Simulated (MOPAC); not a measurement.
MOPAC input (AM1):

```
AM1 PRECISE GNORM=0.05 LET XYZ CHARGE=-1 GEO-OK AUX(PRECISION=9) THREADS=1
C4H5OSi

Si   -1.99269100 1    0.35017000 1    0.03442800 1
C    -0.20465700 1    0.02607900 1   -0.00006300 1
C     0.31551800 1   -1.20527600 1   -0.42411800 1
O     1.72036000 1   -1.04100000 1   -0.29868700 1
C     2.01498700 1    0.20726900 1    0.16958400 1
C     0.87835500 1    0.91064500 1    0.37260200 1
H    -2.53773400 1    0.71475000 1    1.38774400 1
H    -2.43516000 1    1.51437800 1   -0.80836300 1
H    -2.79531000 1   -0.81360200 1   -0.42680300 1
H     3.05827800 1    0.45164800 1    0.30729400 1
H     0.81950100 1    1.92614200 1    0.73960700 1
```

Output:

```
 *******************************************************************************
 **                                                                           **
 **                              MOPAC v23.2.5                                **
 **                                                                           **
 *******************************************************************************
 ** MOPAC's Digital Object Identifier: https://doi.org/10.5281/zenodo.6511958 **
 **                                                                           **
 ** Please cite the open-source release paper for use of this MOPAC version:  **
 ** J. E. Moussa and J. J. P. Stewart (2026)                                  **
 ** MOPAC: An open-source semiempirical molecular orbital program             **
 ** J. Open Source Softw., 11(119), 8025, https://doi.org/10.21105/joss.08025 **
 *******************************************************************************

                              AM1 CALCULATION RESULTS

 *******************************************************************************
 *  AM1        - The AM1 Hamiltonian to be used
 *  GEO-OK     - OVERRIDE INTERATOMIC DISTANCE AND OTHER SAFETY CHECKS
 *
 *
 *
 *                 CHARGE ON SYSTEM = -1
 *
 *
 *
 *  LET        - OVERRIDE SOME SAFETY CHECKS
 *  PRECISE    - TIGHTER CRITERIA TO BE USED
 *  XYZ        - CARTESIAN COORDINATE SYSTEM TO BE USED
 *  GNORM      - EXIT WHEN GRADIENT NORM DROPS BELOW 0.050
 *  AUX        - OUTPUT AUXILIARY INFORMATION
 *******************************************************************************
AM1 PRECISE GNORM=0.05 LET XYZ CHARGE=-1 GEO-OK AUX(PRECISION=9) THREADS=1
 C4H5OSi

   ATOM   CHEMICAL          X               Y               Z
  NUMBER   SYMBOL      (ANGSTROMS)     (ANGSTROMS)     (ANGSTROMS)

     1      Si         -1.99269100  *   0.35017000  *   0.03442800  *
     2       C         -0.20465700  *   0.02607900  *  -0.00006300  *
     3       C          0.31551800  *  -1.20527600  *  -0.42411800  *
     4       O          1.72036000  *  -1.04100000  *  -0.29868700  *
     5       C          2.01498700  *   0.20726900  *   0.16958400  *
     6       C          0.87835500  *   0.91064500  *   0.37260200  *
     7       H         -2.53773400  *   0.71475000  *   1.38774400  *
     8       H         -2.43516000  *   1.51437800  *  -0.80836300  *
     9       H         -2.79531000  *  -0.81360200  *  -0.42680300  *
    10       H          3.05827800  *   0.45164800  *   0.30729400  *
    11       H          0.81950100  *   1.92614200  *   0.73960700  *

          CARTESIAN COORDINATES

    NO.       ATOM           X           Y           Z

     1        Si         -1.9927      0.3502      0.0344
     2         C         -0.2047      0.0261     -0.0001
     3         C          0.3155     -1.2053     -0.4241
     4         O          1.7204     -1.0410     -0.2987
     5         C          2.0150      0.2073      0.1696
     6         C          0.8784      0.9106      0.3726
     7         H         -2.5377      0.7148      1.3877
     8         H         -2.4352      1.5144     -0.8084
     9         H         -2.7953     -0.8136     -0.4268
    10         H          3.0583      0.4516      0.3073
    11         H          0.8195      1.9261      0.7396

  H: (AM1): M.J.S. DEWAR ET AL, J. AM. CHEM. SOC. 107 3902-3909 (1985)
  C: (AM1): M.J.S. DEWAR ET AL, J. AM. CHEM. SOC. 107 3902-3909 (1985)
  O: (AM1): M.J.S. DEWAR ET AL, J. AM. CHEM. SOC. 107 3902-3909 (1985)
 Si: (AM1): M.J.S.DEWAR, C. JIE, ORGANOMETALLICS, 6, 1486-1490 (1987).

           Empirical Formula: C4 H5 O Si  =    11 atoms

      MOLECULAR POINT GROUP   :   Cs

      RHF CALCULATION, NO. OF DOUBLY OCCUPIED LEVELS = 16

          Geometry optimization using EF

          DIAGONAL MATRIX USED AS START HESSIAN

 CYCLE:     1  GRAD.:   130.762 HEAT:  14.71526
 CYCLE:     2  GRAD.:   261.453 HEAT:  23.11514
 CYCLE:     3  GRAD.:   353.635 HEAT:  33.42030
 CYCLE:     4  GRAD.:   218.828 HEAT:  17.65676
 CYCLE:     5  GRAD.:   225.539 HEAT:  21.69747
 CYCLE:     6  GRAD.:   338.877 HEAT:  25.19251
 CYCLE:     7  GRAD.:   237.901 HEAT:  22.90705
 CYCLE:     8  GRAD.:   262.105 HEAT:  22.06050
 CYCLE:     9  GRAD.:   254.781 HEAT:  24.53670
 CYCLE:    10  GRAD.:   172.628 HEAT:  15.76157
 CYCLE:    11  GRAD.:   401.001 HEAT:  31.99954
 CYCLE:    12  GRAD.:   249.448 HEAT:  19.97181
 CYCLE:    13  GRAD.:   308.710 HEAT:  25.88369
 CYCLE:    14  GRAD.:    84.876 HEAT:  9.520484
 CYCLE:    15  GRAD.:   428.213 HEAT:  53.55457
 CYCLE:    16  GRAD.:    71.966 HEAT:  9.214628
 CYCLE:    17  GRAD.:   173.536 HEAT:  25.65739
 CYCLE:    18  GRAD.:    22.109 HEAT:  7.270247
 CYCLE:    19  GRAD.:    53.370 HEAT:  8.314596
 CYCLE:    20  GRAD.:     9.117 HEAT:  7.105454
 CYCLE:    21  GRAD.:    18.541 HEAT:  7.248588
 CYCLE:    22  GRAD.:     2.862 HEAT:  7.066094
 CYCLE:    23  GRAD.:     3.930 HEAT:  7.071328
 CYCLE:    24  GRAD.:     0.463 HEAT:  7.061601
 CYCLE:    25  GRAD.:     0.334 HEAT:  7.061352
 CYCLE:    26  GRAD.:     0.210 HEAT:  7.061136
 CYCLE:    27  GRAD.:     0.176 HEAT:  7.061000
 CYCLE:    28  GRAD.:     0.110 HEAT:  7.060944
 CYCLE:    29  GRAD.:     0.086 HEAT:  7.060808
 CYCLE:    30  GRAD.:     0.150 HEAT:  7.060707
 CYCLE:    31  GRAD.:     0.061 HEAT:  7.060673
 CYCLE:    32  GRAD.:     0.085 HEAT:  7.060670
 CYCLE:    33  GRAD.:     0.037 HEAT:  7.060666

     GRADIENT =  0.03712 IS LESS THAN CUTOFF =  0.05000

 -------------------------------------------------------------------------------
 AM1 PRECISE GNORM=0.05 LET XYZ CHARGE=-1 GEO-OK AUX(PRECISION=9) THREADS=1
 C4H5OSi

     GEOMETRY OPTIMISED USING EIGENVECTOR FOLLOWING (EF).
     SCF FIELD WAS ACHIEVED

                              AM1 CALCULATION
                                                       MOPAC v23.2.5 Linux

          FINAL HEAT OF FORMATION =          7.06067 KCAL/MOL =      29.54183 KJ/MOL

          COSMO AREA              =        136.95 SQUARE ANGSTROMS
          COSMO VOLUME            =        131.06 CUBIC ANGSTROMS

          GRADIENT NORM           =          0.03712          =       0.01119 PER ATOM
          IONIZATION POTENTIAL    =          3.279016 EV
          HOMO LUMO ENERGIES (EV) =         -3.279  5.900
          NO. OF FILLED LEVELS    =         16
          MOLECULAR WEIGHT        =         97.1684         POINT GROUP:  Cs

          MOLECULAR DIMENSIONS (Angstroms)

            Atom       Atom       Distance
            H    10    H     9     5.97144
            H    11    O     4     3.31372
            H     8    H     7     2.28831

          SCF CALCULATIONS        =         34

   ATOM   CHEMICAL          X               Y               Z
  NUMBER   SYMBOL      (ANGSTROMS)     (ANGSTROMS)     (ANGSTROMS)

     1      Si         -1.92158258  *   0.33536369  *   0.03237455  *
     2       C         -0.25557100  *   0.05759495  *   0.00901860  *
     3       C          0.31737724  *  -1.17294075  *  -0.41225807  *
     4       O          1.67676583  *  -1.07081990  *  -0.31157843  *
     5       C          2.00522986  *   0.21139052  *   0.17063106  *
     6       C          0.84210116  *   0.91985306  *   0.37426220  *
     7       H         -2.46863100  *   0.69049140  *   1.35490213  *
     8       H         -2.36830698  *   1.47267497  *  -0.79323377  *
     9       H         -2.74778659  *  -0.79089002  *  -0.41631970  *
    10       H          3.05801568  *   0.41231885  *   0.29296357  *
    11       H          0.76278244  *   1.93925465  *   0.74173122  *

                             CARTESIAN COORDINATES

   1   Si       -1.921582579     0.335363687     0.032374552
   2    C       -0.255570999     0.057594946     0.009018596
   3    C        0.317377245    -1.172940748    -0.412258069
   4    O        1.676765826    -1.070819903    -0.311578431
   5    C        2.005229865     0.211390517     0.170631058
   6    C        0.842101160     0.919853060     0.374262197
   7    H       -2.468630999     0.690491401     1.354902129
   8    H       -2.368306983     1.472674966    -0.793233769
   9    H       -2.747786593    -0.790890024    -0.416319700
  10    H        3.058015681     0.412318846     0.292963571
  11    H        0.762782440     1.939254648     0.741731221

           Empirical Formula: C4 H5 O Si  =    11 atoms

      MOLECULAR POINT GROUP   :   Cs

                  EIGENVALUES
 -35.32877 -27.45351 -22.96265 -16.56377 -15.60776 -12.41035 -11.00911 -10.08510
  -9.19490  -8.43337  -7.89414  -7.26817  -7.02885  -5.15210  -3.82862  -3.27902
   5.89965   6.15573   6.39026   6.56392   7.71046   7.72078   8.33439   9.05048
   9.59408  10.10705  10.81427  11.35658  12.19765

              NET ATOMIC CHARGES AND DIPOLE CONTRIBUTIONS

  ATOM NO.   TYPE          CHARGE      No. of ELECS.   s-Pop       p-Pop
    1         Si           1.060728        2.9393     0.78143     2.15784
    2          C          -0.745797        4.7458     1.27894     3.46685
    3          C          -0.157109        4.1571     1.64371     2.51340
    4          O          -0.142081        6.1421     1.86754     4.27454
    5          C          -0.270293        4.2703     1.25443     3.01586
    6          C          -0.141015        4.1410     1.21910     2.92192
    7          H          -0.291671        1.2917     1.29167
    8          H          -0.291666        1.2917     1.29167
    9          H          -0.245374        1.2454     1.24537
   10          H           0.127477        0.8725     0.87252
   11          H           0.096801        0.9032     0.90320
 DIPOLE           X         Y         Z       TOTAL
 POINT-CHG.    -0.992     1.090     0.351     1.515
 HYBRID         0.989     1.880     0.731     2.247
 SUM           -0.003     2.971     1.082     3.162

          ATOMIC ORBITAL ELECTRON POPULATIONS

     Atom    s        px        py        pz
    1 Si   0.78143   0.71562   0.71903   0.72320
    2  C   1.27894   1.09758   1.03901   1.33026
    3  C   1.64371   0.73311   1.10956   0.67072
    4  O   1.86754   1.33440   1.28484   1.65531
    5  C   1.25443   0.94552   0.91032   1.16002
    6  C   1.21910   0.93150   0.95916   1.03125
    7  H   1.29167
    8  H   1.29167
    9  H   1.24537
   10  H   0.87252
   11  H   0.90320

 **********************
 *                    *
 * JOB ENDED NORMALLY *
 *                    *
 **********************

 == MOPAC DONE ==
```

The dipole moment of an ion depends on the origin.

The geometry given is a B3LYP-D3(BJ)/def2-TZVP minimum.
